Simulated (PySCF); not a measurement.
**Working out the ionisation energy of Pb**

Pb [Xe] 4f14 5d10 6s2 6p2 (3P) → Pb+ [Xe] 4f14 5d10 6s2 6p1 (2P). Computed with PySCF 2.14 in aug-cc-pwCVTZ-DK3 (11s10p8d5f1g, 125 functions), with scalar relativity by spin-free X2C-1e. Frozen: [Kr] 4d10 4f14. Energies in hartree (1 hartree = 27.21139 eV):

```csv
part,Pb (lower),Pb+ (upper)
UHF,-20877.931247,-20877.689661
MP2 opposite-spin,-0.433330,-0.426602
MP2 same-spin,-0.232734,-0.223321
```

**Question.** What does Hartree-Fock give?

**Answer.** (-20877.689661) − (-20877.931247) = 0.241586 hartree = 6.574 eV.

**Question.** What do MP2 and SCS-MP2 (6/5 opposite-spin, 1/3 same-spin) give?

**Answer.** The opposite-spin parts differ by 0.183 eV and the same-spin parts by 0.256 eV. MP2: 6.574 + (0.183) + (0.256) = 7.013 eV. SCS-MP2: 6.574 + 1.2 × (0.183) + (0.256)/3 = 6.879 eV.

Reference: 7.417 eV (measured; NIST Atomic Spectra Database, ionization energies), between the lowest levels; spin-orbit coupling is absent from the calculation.

What remains against the reference includes basis incompleteness, the frozen core and correlation beyond second order.
